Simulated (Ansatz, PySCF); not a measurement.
C3H9GeNO, singlet, at a GFN2-xTB geometry. Base run: CASSCF(2,3)/STO-3G (PySCF).

Here is a job for PySCF.
```python
from pyscf import gto, scf, mcscf
import numpy

mol = gto.Mole()
mol.atom = '''
    Ge    0.49046528   -0.75415381    0.23101887
    O     1.55846973    0.37299052   -0.59102771
    C     1.80928574    1.59126538   -1.24035425
    H     1.60770621    2.43762203   -0.57842705
    H     2.86310201    1.61674955   -1.53151290
    H     1.19462452    1.69096135   -2.13888294
    N    -1.19169197    0.02263940    0.30463033
    C    -1.64397813    1.30112519   -0.18738225
    C    -2.26110621   -0.71526901    0.94080508
    H    -2.44430673    1.17947923   -0.92767791
    H    -2.03251856    1.92380182    0.62789158
    H    -0.81202938    1.82010262   -0.65593945
    H    -2.66830084   -0.16249381    1.79497976
    H    -3.08029919   -0.90719629    0.23861631
    H    -1.87398943   -1.67123404    1.29574663
'''
mol.basis = 'sto-3g'
mol.verbose = 4
mol.build()

mf = scf.RHF(mol)
mf.kernel()
mc = mcscf.CASSCF(mf, 3, 2)
mc.fix_spin_(ss=0.0)
mc.kernel()
occ = numpy.linalg.eigvalsh(mc.fcisolver.make_rdm1(mc.ci, mc.ncas, mc.nelecas))[::-1]
ss = mc.fcisolver.spin_square(mc.ci, mc.ncas, mc.nelecas)[0]
print('natural occupations', occ.round(4), ' <S^2>', round(ss, 4))
```

Programs used: Ansatz (a program for electronic structure), PySCF; a row that names a program was run with it.

Each row names what was changed in the base input (with any setting that the change needs).

```
change                                                ΔE vs base (kcal/mol)                           natural occupations  <S^2> of the state        outcome
----------------------------------------------------  ---------------------  --------------------------------------------  ------------------  -------------
base                                                                  0.000                                1.96 0.03 0.01                0.00      converged
code = ansatz; correction = SC-NEVPT2, all electrons                 -170.7                                             -                   -      converged
correction = SC-NEVPT2                                               -169.3                                1.96 0.03 0.01                0.00      converged
active space = 8 electrons, 8 orbitals                               -27.14       1.97 1.97 1.97 1.97 0.05 0.03 0.02 0.00                0.00      converged
active space = 8 electrons, 9 orbitals                               -28.62  1.97 1.97 1.97 1.97 0.05 0.03 0.02 0.00 0.00                0.00      converged
orbitals = fixed (CASCI)                                               4.67                                1.98 0.02 0.00                0.00      converged
code = ansatz                                                         0.018                                             -                   -      converged
solver = newton                                                       0.000                                1.96 0.03 0.01                0.00      converged
active space = 6 electrons, 7 orbitals                                    -                                             -                   -  not converged
active space = 6 electrons, 6 orbitals                               -18.83                 1.98 1.97 1.96 0.05 0.03 0.01                0.00      converged
state_average = 2 states                                               3.77                                             -                   -      converged
```

Active orbitals are taken around the Fermi level unless the row says otherwise; CASSCF can end in different local minima, and two programs can end on different orbitals. State-averaged rows give the lowest state.
